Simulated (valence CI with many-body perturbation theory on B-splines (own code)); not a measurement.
A CI+MBPT run for Tm XXXI

Computed by valence CI with perturbative core correlation (CI+MBPT): three valence electrons over a frozen Dirac-Fock core [Kr], radial functions for each j: 9 s, 9 p, 10 d, 8 f, 5 g, 3 h, 1 i, with the one-electron correlation potential Σ1 (screened to all orders), the two-electron term Σ2, the three-electron term Σ3, Breit, model QED; selected single and double excitations, second order for the rest (own B-spline code, finite nucleus).

Command, and the settings that its task file holds:

```sh
python run_cv.py task.json out
```

```
atom Tm  Z=69  mass_number=169  rms_radius_fm=5.2256
core [Kr]
valence 4d3
avg = 1
basis = L
breit = 1
cap = 40000
capref = 1200
cscale = 1
de = 0.0
dress = 0
eps = 2e-08
h = 0.27
hh = 1
l2 = 3
lcore = 6
maxit = 60
n2 = 5
natural = 1
nlev = 60
nno = [6, 6, 7, 6, 4, 3, 1]
nroot = 26
nsp = [3, 3, 3, 2, 1, 0, 0]
pt2 = 1
qed = 1
rpa = 1
s1 = 1
s2 = 1
s3 = 1
screen = 1
tol = 2e-05
```

It took 67 s on 1 thread of Arm Neoverse V1, with other jobs on the host.

Log. The first blocks belong to the next ion, which gives the ionisation energy. Fields: 2J, parity (1 odd), roots, reference size, generating configurations, candidates as configurations/state functions, variational space P, stored matrix elements, Davidson steps; e2 is the range of second-order energies in hartree. The first line gives the box (bohr), its intervals, the orbitals and the steps of their self-consistent field. Window is the range of levels sought, series limit the energy at which the first omitted orbital would enter, core excitation an estimate of the first excitation out of the core, left out the lowest levels not solved, and shifts from estimates the range by which levels moved from their first estimate, all in cm⁻¹.

```
rmax 4.8 intervals 59 orbitals 81 references ['4d3', '4d2 4f', '4d2 5s', '4d 4f2', '4d2 5p'] scf 4 t 1.8
2J=4 par=0 roots 2 ref 43 generators 3 cand 1141/1141 P 807/807 nnz 0 it 0
2J=4 par=0 roots 2 ref 43 generators 6 cand 377/377 P 967/967 nnz 0 it 0
   second order: generators 8 cand 217/217 e2 -0.00000 -0.00000
2J=0 par=0 roots 2 ref 13 generators 4 cand 348/348 P 331/331 nnz 0 it 0
2J=0 par=0 roots 2 ref 13 generators 5 cand 30/30 P 356/356 nnz 0 it 0
   second order: generators 6 cand 5/5 e2 -0.00000 -0.00000
2J=6 par=0 roots 2 ref 39 generators 2 cand 1144/1144 P 505/505 nnz 0 it 0
2J=6 par=0 roots 2 ref 39 generators 4 cand 678/678 P 673/673 nnz 0 it 0
   second order: generators 9 cand 510/510 e2 -0.00000 -0.00000
reference levels 697, estimated 19, window 360307 1/cm; series limit 6117626, core excitation 1108166
2J=3 par=0 roots 5 ref 66 generators 7 cand 5076/12840 P 1903/5069 nnz 6.7e+06 it 5
2J=3 par=0 roots 5 ref 66 generators 10 cand 4102/10336 P 2486/6649 nnz 1e+07 it 5
   second order: generators 11 cand 4770/11971 e2 -0.00002 -0.00001
2J=5 par=0 roots 5 ref 80 generators 5 cand 5551/17074 P 1981/6211 nnz 1e+07 it 5
2J=5 par=0 roots 5 ref 80 generators 8 cand 4328/13442 P 2598/8168 nnz 1.6e+07 it 5
   second order: generators 9 cand 3711/11485 e2 -0.00002 -0.00001
2J=7 par=0 roots 3 ref 77 generators 2 cand 2421/7102 P 1818/5778 nnz 8.9e+06 it 4
2J=7 par=0 roots 3 ref 77 generators 6 cand 4455/14964 P 2382/7608 nnz 1.5e+07 it 5
   second order: generators 8 cand 5394/18547 e2 -0.00003 -0.00001
2J=9 par=0 roots 3 ref 66 generators 4 cand 3666/11910 P 1726/5385 nnz 7.9e+06 it 4
2J=9 par=0 roots 3 ref 66 generators 8 cand 4216/13780 P 2182/6883 nnz 1.2e+07 it 4
   second order: generators 9 cand 3760/12282 e2 -0.00001 -0.00001
2J=1 par=0 roots 2 ref 37 generators 3 cand 4048/6660 P 1581/2602 nnz 1.8e+06 it 4
2J=1 par=0 roots 2 ref 37 generators 6 cand 3577/5869 P 2095/3478 nnz 2.9e+06 it 4
   second order: generators 7 cand 3063/4993 e2 -0.00001 -0.00001
2J=11 par=0 roots 1 ref 44 generators 1 cand 1697/4543 P 1219/3493 nnz 3.8e+06 it 4
2J=11 par=0 roots 1 ref 44 generators 3 cand 4037/12309 P 1647/4776 nnz 6.4e+06 it 4
   second order: generators 6 cand 5112/16542 e2 -0.00002 -0.00002
left out: unestimated 1410339, estimated none, shifts from estimates -13 to 13
operators 3.8
```

The Davidson iterations converged.

The last digits are not significant, and no measured levels were compared; by estimate large intervals hold to a few tenths of a per cent, small ones and those within an open d or f shell to about a per cent. Only levels of the ground parity were solved; by the run's estimate the other parity begins above the list, which can be wrong where configurations are misplaced.

```
Valence energy                            : -133.2068 hartree
Ionisation energy                         : 1158.6 eV (NIST: 1157 ± 4 eV (theoretical))
Reference configurations for the orbitals : 4d3, 4d2 4f, 4d2 5s, 4d 4f2, 4d2 5p
Radial orbitals                           : 81
Box radius                                : 4.817 bohr
Largest variational space                 : 8168
Lowest levels                             : (4d3/2^3) J=3/2 0.0, (4d3/2^2 4d5/2) J=5/2 [a] 76719, (4d3/2^2 4d5/2) J=3/2 95468, (4d3/2^2 4d5/2) J=7/2 102570, (4d3/2^2 4d5/2) J=9/2 106790, (4d3/2^2 4d5/2) J=1/2 108680, (4d3/2^2 4d5/2) J=5/2 [b] 160380, (4d3/2 4d5/2^2) J=7/2 [a] 180570, (4d3/2 4d5/2^2) J=9/2 190990, (4d3/2 4d5/2^2) J=3/2 [a] 203980, (4d3/2 4d5/2^2) J=1/2 211530, (4d3/2 4d5/2^2) J=11/2 218290, (4d3/2 4d5/2^2) J=5/2 [a] 221150, (4d3/2 4d5/2^2) J=5/2 [b] 235930 cm⁻¹
```

Levels are named by their leading jj configuration (3d3/2^4 stands for four electrons in 3d with j = 3/2), which in mixed levels can hold well under half, so a name can repeat and another be missing. Letters in brackets count levels of one name in rising energy.
